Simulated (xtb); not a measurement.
xtb input:

```bash
xtb mol.xyz --gfnff --opt tight --chrg 0 --uhf 0
```
mol.xyz:
```
12

C      2.36522570     0.06739991    -0.15174205
O      1.11969533    -0.54335675     0.04872703
Al    -0.49421358    -0.03982683     0.03728437
N     -1.72788778    -1.26471726     0.34923654
N     -0.91918029     1.65077921    -0.27668933
H      2.96509270     0.01715014     0.76276574
H      2.91520132    -0.44941869    -0.94461078
H      2.27853465     1.12306533    -0.43837023
H     -2.72101879    -1.10441777     0.37859090
H     -1.52181472    -2.23435916     0.52625360
H     -0.25440881     2.38737069    -0.44841489
H     -1.85625021     2.01837923    -0.30810573
```

Task: What final total energy does it print?

Result: -1.67824 Eh (GFN-FF).
